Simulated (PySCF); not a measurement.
# A parent and its derivatives

Theory: PySCF, TDDFT wB97X-D/def2-SVPD, vertical, gas phase, core orbitals frozen in the response. Geometries: GFN2-xTB; one conformer of each isolated species. Triplets are in the Tamm–Dancoff approximation. 'Strongest' means the level of largest summed f among the lowest 8 singlets; it needn't be the same kind of state in each.

Parent: `P#CN1CCCC1`, with lowest singlet excitation energy 3.17 eV, HOMO energy -7.45 eV, oscillator strength of the strongest level 0.48, HOMO–LUMO gap 8.48 eV, energy of the strongest computed level 6.81 eV, lowest triplet energy 2.85 eV. Its spectrum: 3.17 eV (f 0.000); 4.64 eV (f 0.022); 5.55 eV (f 0.001); 5.60 eV (f 0.036); 6.81 eV (f 0.479).

Shifts from the parent:

```
                               change        SMILES  Δ S1 (eV)  Δ HOMO (eV)  Δ f (strongest)  Δ gap (eV)  Δ strongest (eV)  Δ T1 (eV)
N-pyrrolidinyl replaced by N-pyrrolyl    P#Cn1cccc1      +0.45        -1.01            +0.12       +0.31             -0.59      +0.39
       N-pyrrolidinyl replaced by CF3   FC(F)(F)C#P      +1.06        -3.39            +0.34       +1.63             +0.93      +0.43
       N-pyrrolidinyl replaced by iPr      CC(C)C#P      +1.16        -1.77            +0.20       +1.54             +0.67      +0.57
   N-pyrrolidinyl replaced by o-tolyl  Cc1ccccc1C#P      +0.73        -0.86            +0.37       -0.49             -0.13      -0.13
   N-pyrrolidinyl replaced by ethynyl        C#CC#P      +0.08        -1.68            +1.20       +0.06             -0.14      -0.31
       N-pyrrolidinyl replaced by cBu     P#CC1CCC1      +1.08        -1.62            +0.25       +1.36             +0.33      +0.51
   N-pyrrolidinyl replaced by 2-FC6H4  Fc1ccccc1C#P      +0.74        -1.09            +0.40       -0.45             -0.08      -0.13
 N-pyrrolidinyl replaced by 3-thienyl    P#Cc1ccsc1      +0.66        -0.87            +0.18       -0.37             -0.55      -0.16
```

Task: Predict the same shifts for this change: N-pyrrolidinyl replaced by NH2 (`NC#P`).

Result: Δ lowest singlet excitation energy +0.27 eV, Δ HOMO energy -0.58 eV, Δ oscillator strength of the strongest level +0.43, Δ HOMO–LUMO gap +0.43 eV, Δ energy of the strongest computed level +0.74 eV, Δ lowest triplet energy +0.24 eV. Spectrum: 361 nm (f 0.000); 263 nm (f 0.009); 226 nm (f 0.000); 217 nm (f 0.007); 178 nm (f 0.024). All changes raise S1, and it rises most with N-pyrrolidinyl replaced by iPr (+1.16 eV). S1 is simply the lowest singlet of each species and needn't be the same kind of state throughout. Over these 9 changes the shifts of S1 and of the HOMO–LUMO gap correlate with r = 0.59.
